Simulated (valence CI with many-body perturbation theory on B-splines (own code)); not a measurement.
Values are calculated unless marked as measured or tabulated.
**Ho46+: magnetic and hyperfine properties of the levels**

Level of theory: relativistic CI+MBPT: three valence electrons over a frozen Dirac-Fock core [Ar], radial functions for each j: 7 s, 7 p, 8 d, 6 f, 4 g, 1 h, with the one-electron correlation potential Σ1 (screened to all orders), the two-electron term Σ2, the three-electron term Σ3, Breit, model QED; selected single and double excitations, second order for the rest, scaled by the run's own slope (own B-spline code, finite nucleus).

No measured spectrum was set against this ion. As an estimate, large intervals hold to a few tenths of a per cent, small ones and those within an open d or f shell to about a per cent. Only levels of the ground parity were solved; by the run's estimate the other parity begins above the list, which can be wrong where configurations are misplaced.

A/g_I is the dipole constant over the nuclear g factor μ/I (μ in nuclear magnetons, uniformly magnetised nucleus), B/Q the quadrupole constant per barn. Both hold the static response of the core; the bare values leave it out. Large factors of s and p1/2 electrons are usually good to 5 to 10 %; those of open d and f shells near neutrality can be off by tens of per cent, and small factors of p3/2, d and f electrons come from cancelling terms and can be off by a factor of two or in sign, in half-filled shells by more. B is blank for J = 1/2, where it vanishes, and for nearly pure S terms. Energies count from the lowest level.

Levels are named by their leading jj configuration (3d3/2^4 stands for four electrons in 3d with j = 3/2), which in mixed levels can hold well under half, so a name can repeat and another be missing. Letters in brackets count levels of one name in rising energy.

```
                    Level  E (cm⁻¹)      g  A/g_I (MHz)  A/g_I bare  B/Q (MHz/b)  B/Q bare
          (3d3/2^3) J=3/2         0  0.693        74600       74000       -42100    -42700
(3d3/2^2 3d5/2) J=5/2 [a]    312180  1.049        42400       42600       -22400    -22700
    (3d3/2^2 3d5/2) J=3/2    359550  1.188        33900       34400       -10400    -10600
    (3d3/2^2 3d5/2) J=7/2    381900  1.048        45700       45900        15700     15900
    (3d3/2^2 3d5/2) J=9/2    385900  1.045        47400       47600        50100     50700
    (3d3/2^2 3d5/2) J=1/2    396390  1.835       -32800      -30900                       
(3d3/2^2 3d5/2) J=5/2 [b]    551730  1.285        26400       27100        71100     72100
(3d3/2 3d5/2^2) J=7/2 [a]    689240  1.101        35300       35500        -2180     -2220
    (3d3/2 3d5/2^2) J=9/2    719600  1.132        36100       36400        16400     16600
(3d3/2 3d5/2^2) J=3/2 [a]    756270  1.120        40500       40900       -45000    -45600
    (3d3/2 3d5/2^2) J=1/2    776680  1.484       -13000      -11800                       
   (3d3/2 3d5/2^2) J=11/2    789400  1.082        40700       41000        95300     96600
(3d3/2 3d5/2^2) J=5/2 [a]    795160  1.247        15200       15800        57100     57900
(3d3/2 3d5/2^2) J=5/2 [b]    846770  1.105        42100       42400       -17800    -18100
(3d3/2 3d5/2^2) J=7/2 [b]    857170  1.093        41600       41800        18900     19200
(3d3/2 3d5/2^2) J=3/2 [b]    987380  0.937        63200       63100        54900     55700
          (3d5/2^3) J=9/2   1093800  1.149        29900       30300         9690      9830
          (3d5/2^3) J=3/2   1198600  1.082        34300       34600         9500      9610
          (3d5/2^3) J=5/2   1269300  1.156        30000       30400         9540      9670
```
